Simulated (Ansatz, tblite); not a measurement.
Removing an electron: the cluster Sr₂O₂⁻ (the lowest doublet isomer of a short search). The state is a doublet with charge -1. Geometry: r2SCAN-D4/def2-TZVPD. Ansatz, gas phase; energy differences of separate SCF runs; the oxidised species is a singlet (the triplet lies 2.27 eV higher at PBE0-D4/def2-TZVPD).

Cartesian coordinates in Å:
```
Sr 1.3240 -0.5357 0.7909
Sr -1.3241 0.5360 -0.7907
O 0.8404 0.8884 -0.8051
O -0.8403 -0.8887 0.8049
```

In the def2 sets Sr takes a core potential; there is no spin–orbit coupling. The xTB rows come from tblite. Correlated methods freeze 2 core orbitals; core or outer-core shells of Sr are correlated, in sets that lack core-valence functions. In CCSD on the charge -1 doublet the largest single amplitude is 0.52, so its Hartree–Fock determinant may place the open shell otherwise than the density functionals do. The structure comes from a short search, and lower isomers may exist.

| level | −HOMO (eV) | vertical IE (eV) | −LUMO (eV) | HOMO–LUMO gap (eV) | remarks |
| --- | --- | --- | --- | --- | --- |
| GFN1-xTB | – | 5.91 | – | – | – |
| GFN2-xTB | – | 6.20 | – | – | – |
| PBE-D4/def2-TZVPD | -0.90 | 0.38 | -1.10 | 0.21 | HOMO above zero (-1 doublet) |
| r2SCAN-D4/def2-TZVPD | -0.87 | 0.28 | -1.08 | 0.21 | HOMO above zero (-1 doublet) |
| PBE0-D4/def2-TZVPD | -0.64 | 0.25 | -1.30 | 0.66 | HOMO above zero (-1 doublet) |
| CCSD/def2-TZVPPD | – | 0.07 | – | – | HOMO above zero (-1 doublet), large T1 (0.023) (singlet), large T1 (0.074) (-1 doublet) |
| CCSD(T)/def2-TZVPPD | – | 0.17 | – | – | HOMO above zero (-1 doublet), large T1 (0.023) (singlet), large T1 (0.074) (-1 doublet) |

Run but left out: HF/def2-TZVPPD, MP2/def2-TZVPPD (doublet: a determinant that CCSD turns far, T1 0.074).  A HOMO above zero means that the electron is unbound at that level or that self-interaction error raises the level; the energy of removing that electron tells which. HOMO and LUMO are the levels of the spin that leaves or enters (xTB has no such levels and no spin-polarisation term). Other spin states of the ions may lie lower, which would lower the ionisation energy or raise the affinity. Raw xTB energy differences between charge states are shifted by several eV; the methods need an empirical correction for them.
